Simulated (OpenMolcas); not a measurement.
# Lines of neutral sulfur: computed and rescaled rates

```
Program             : OpenMolcas
Method              : SS-CASPT2, IPEA 0.25 Eh, imaginary shift 0.1 Eh (closed shells correlated: 2s 2p 3s)
Basis               : ANO-RCC-VQZP [6s5p3d2f1g]
Scalar Hamiltonian  : DKH2, point nucleus
Active space        : 4 electrons in 3 orbitals (3p)
State averaging     : 2S+1 = 3 even, 3 roots; 2S+1 = 1 even, 6 roots
Spin-orbit coupling : RASSI with atomic mean-field integrals over the reference wave functions, term energies averaged over their components
```

Rates come from the transition moments of the reference wave functions (E1 and E2 in the length form). At fixed line strength A goes as λ^-3 for E1 and M1 and as λ^-5 for E2, so a rate at the computed wavelength can be rescaled to the measured one. Measured vacuum wavelengths follow from level energies in NIST Handbook of Basic Atomic Spectroscopic Data. Branching counts decays inside the model space alone, at computed energies, and the table is only a selection of the E2 and M1 lines, drawn from those between levels with measured partners whose computed energy lies within a factor of 1.5 of the measured one.

```
      Upper        Lower  Type  λ computed (nm)  λ measured (nm)  A computed (s-1)  A rescaled (s-1)  Branching %
3s2 3p4 3P0  3s2 3p4 3P1    M1            58500            56310          2.71e-04          3.04e-04        100.0
3s2 3p4 3P1  3s2 3p4 3P2    M1            26820            25250          1.17e-03          1.40e-03        100.0
3s2 3p4 1D2  3s2 3p4 3P1    M1             1129             1131          7.37e-03                           22.6
3s2 3p4 1D2  3s2 3p4 3P2    M1             1084             1082          2.50e-02                           76.7
3s2 3p4 1D2  3s2 3p4 3P2    E2             1084             1082          1.97e-04                            0.6
3s2 3p4 1S0  3s2 3p4 1D2    E2            723.9            772.7          2.44e+00          1.76e+00         87.7
3s2 3p4 1S0  3s2 3p4 3P1    M1            441.1            459.1          3.33e-01                           12.0
```

Spin-changing lines and M1 lines between different terms are not rescaled, since their strength hangs on the term gaps too.

The largest correction is for 3s2 3p4 1S0 → 3s2 3p4 1D2 (E2): 2.44e+00 × (723.9 / 772.7)^5 = 1.76e+00 s-1, a factor of 0.72.

The computed rate and branching of 3s2 3p4 3P1 → 3s2 3p4 3P2 give the upper level a radiative lifetime of 1.000 / 1.17e-03 s-1 = 8.55e+02 s, counting decays inside the model space alone. The rescaled rate gives about 7.1e+02 s.

No measured rate stands beside these. Rescaling mends the energy factor alone: line strengths can still be far off where a level mixes with configurations outside the active space, and weak or spin-changing lines hang on small mixing coefficients that depend on the term gaps too, so rescaling need not improve them.

CASPT2 breaks the degeneracy within a term, and the mean is taken; among the terms shown or strongly mixed into the levels shown the widest spread is 170 cm-1 (3s2 3p4 1D). With the s shell closed, the reference lacks s² → p² mixing. Measured partners are found by configuration, term and J. A level has none where our copy of the source lacks it or the pairing is in doubt (some pairs that miss far off the trend of their configuration count as doubtful). Levels of configurations outside the active space are missing.
